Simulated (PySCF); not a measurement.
## Dipole moment and polarisability of `C=C(CF)CC(F)(F)F`

Species: C5H6F4.
Geometry (GFN2-xTB, Å), atoms numbered from 1 in this order:
```xyz
15
C5H6F4 angstrom
C     -0.6637   -1.6528   -0.4070
C     -0.4220   -0.3532   -0.4395
C     -1.5147    0.6704   -0.5783
F     -1.2334    1.5333   -1.6147
C      0.9718    0.2110   -0.3056
C      1.3323    0.4049    1.1576
F      0.4860    1.2235    1.8005
F      2.5566    0.9328    1.3043
F      1.3306   -0.7505    1.8394
H     -1.6623   -2.0442   -0.4905
H      0.1271   -2.3720   -0.2814
H     -2.4779    0.2043   -0.8014
H     -1.5933    1.2880    0.3246
H      1.7129   -0.4688   -0.7290
H      1.0456    1.1812   -0.8010
```

Level: PBE0/def2-SVPD (PySCF), static field, nuclei fixed, core orbitals frozen in the response. The polarisability tensor in these axes (au):

```
x   64.37  2.86  4.19
y    2.86 71.09  0.41
z    4.19  0.41 54.77
```

Q: Diagonalise the tensor; give its mean and Δα, where Δα² is half the sum of the squared differences of the eigenvalues.

A: Principal values 53.17, 64.70 and 72.35 au; mean 63.41 au = 9.40 Å³ = 10.45 × 10⁻⁴⁰ C²·m²/J; Δα = 16.72 au (26 % of the mean).

Q: What is the dipole moment, and where does it point?

A: (-0.92, -1.56, -0.85) D, 2.00 D in size, pointing from the negative to the positive side. Measured along this direction, the outermost atoms are F8 at the negative end and H10 at the positive end.

Q: Find the Langevin capture rate constant for H3O+ (19.018 u) meeting this molecule (142.041 u), k = 2.342 × 10⁻⁹ cm³/s × √(α in Å³ / reduced mass in u).

A: The reduced mass is 16.77 u, so k = 1.75 × 10⁻⁹ cm³/s. The formula leaves out the permanent dipole, which adds to the capture rate.

Q: What molar refraction does this α imply?

A: Lorentz–Lorenz: R = (4π/3)N_A α = 2.5225 cm³/(mol·Å³) × 9.40 Å³ = 23.7 cm³/mol, in the limit of long wavelengths.

Q: Rayleigh depolarisation ratio (linearly polarised light, static tensor)?

A: ρ = 3Δα²/(45ᾱ² + 4Δα²) = 838.5/(180924 + 1118.0) = 0.00461.

Q: Orientational against electronic polarisability at 350 K (dilute gas, rigid molecules)?

A: In Gaussian units μ²/3kT = 27.67 Å³ against 9.40 Å³, a ratio of 2.94; the Debye molar polarisation (4π/3)N_A(α + μ²/3kT) is 93.5 cm³/mol, leaving out the vibrational part.

Q: What would n − 1 = 2πNα be for an ideal gas of these molecules at 400 K and 1 atm, electronic part alone?

A: N = p/kT = 1.8347 × 10¹⁹ cm⁻³, so n − 1 = 2π × N × 9.40 × 10⁻²⁴ cm³ = 1083 × 10⁻⁶ at long wavelengths, for an ideal gas.

Isolated species at its GFN2-xTB geometry (one conformer only).

These values come from a run that also computed excited states. The run took 37 s on one thread of an Arm Neoverse V2, no GPU, shared host, and the process peaked at 0.99 GiB of memory.
